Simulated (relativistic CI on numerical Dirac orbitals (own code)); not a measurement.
**Slater's F² for Mg⁴⁺ from its measured terms**

Problem. The ground configuration 2s²2p⁴ of Mg⁴⁺ has the measured levels ³P: 2521.8 (J = 0), 1783.1 (J = 1), 0.0 (J = 2); ¹D: 35926.0 (J = 2); ¹S: 77279.0 (J = 0) cm⁻¹ (NIST levels in Kelleher and Podobedova, J. Phys. Chem. Ref. Data 37, 267 (2008)). Test the one-configuration theory of p4 and extract F²(2p,2p).

Working.
1. Centres of gravity, weighted by 2J + 1: ³P 874.6, ¹D 35926.0, ¹S 77279.0 cm⁻¹. To first order spin-orbit coupling drops out of them.
2. Slater-Condon theory gives ¹D − ³P = 6F²/25 and ¹S − ¹D = 9F²/25, so the ratio of the upper interval to the lower is 9/6 = 1.500, whatever F².
3. Measured intervals: 35051.4 and 41353.0 cm⁻¹, ratio 1.180.
4. F² from the lower interval is 146048 and from the upper 114869 cm⁻¹.

Check. The radial integral calculated for this configuration (Dirac-KLI orbitals, unscaled) is F² = 154395 cm⁻¹; the two empirical values are 95 % and 74 % of it. The ratio falls short of 1.50 mainly because the highest term mixes with s⁰p6, which has the same term and pushes it down.
